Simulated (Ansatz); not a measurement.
Cost and result for the atomization energy of C₂H₂Cl₂Si, SMILES `ClC1=C(Cl)[SiH2]1` (7 atoms, 7 bonds).

Z-matrix (Å, degrees):
```
Si
C 1 1.816
C 1 1.816 2 42.9
H 1 1.482 2 121.6 3 -104.0
H 1 1.482 2 121.6 3 104.0
Cl 2 1.692 1 154.9 3 180.0
Cl 3 1.692 1 154.9 2 180.0
```

Charge 0, multiplicity 1. The geometry is a stationary point of PBE0-D4/def2-TZVP. Program: Ansatz. All runs use 2 threads of an Arm Neoverse V1 on a shared host. Times are those of one run each, without the atoms' runs, and a repeat can differ threefold. Electronic energies, without spin–orbit coupling; frozen cores. CCSD(T)/CBS adds CCSD(T) − MP2 in def2-TZVPP to the MP2 limit, and its time is that of the two runs behind it. T1 = 0.013. B3LYP takes the VWN-RPA correlation (the form of Gaussian; ORCA's B3LYP/G). HSE06 is the plane-wave form, built on full-range PBE exchange.

CCSD(T)/CBS is a level of theory with its own doubt, some kJ/mol a heavy atom from the limit and from the frozen cores, so smaller differences don't rank the functionals.

```tsv
level	functions	wall time	atomization (kJ/mol)	difference from CCSD(T)/CBS	per bond
PBE-D4/def2-TZVPP (with forces)	216	3.7 s	2522.4	119.0	17.0
CCSD(T)/def2-SVP	92	3.7 s	2229.1	-174.3	-24.9
PBE0-D4/def2-TZVPP	216	5 s	2454.8	51.4	7.3
HSE06-D4/def2-TZVPP	216	5.5 s	2457.6	54.2	7.8
BHLYP-D4/def2-TZVPP	216	5.5 s	2297.9	-105.5	-15.1
CAM-B3LYP-D4/def2-TZVPP	216	6 s	2393.5	-9.9	-1.4
B3LYP-D4/def2-TZVPP (with forces)	216	7.5 s	2394.6	-8.8	-1.3
PBE-QIDH/def2-TZVPP	216	8 s	2422.9	19.5	2.8
r2SCAN-D4/def2-TZVPP (with forces)	216	8.5 s	2444.9	41.5	5.9
B97M-V/def2-TZVPP	216	13 s	2450.3	46.9	6.7
MP2/def2-QZVPP	384	24 s	2468.0	64.6	9.2
CCSD(T)/def2-TZVPP	216	110 s	2321.7	-81.7	-11.7
CCSD(T)/CBS(def2)	–	2.3 min	2403.4	0.0	0.0
```

The D4 term adds +35.2 kJ/mol with B3LYP and +18.3 kJ/mol with PBE0; it sums over pairs of atoms, weighted by their polarisabilities, and B3LYP, whose exchange is more repulsive, gets the larger term. From r2SCAN to r2SCAN0 (25 % exact exchange), in def2-TZVPP and without D4, the atomization energy moves by −59.2 kJ/mol: exact exchange takes away binding that semilocal exchange gives to molecules. In def2-TZVPP, CCSD(T) changes the Hartree–Fock value by +679.9 kJ/mol (the triples alone add +65.8 kJ/mol) and MP2 by +777.9 kJ/mol; breaking electron pairs costs correlation energy, which Hartree–Fock lacks.
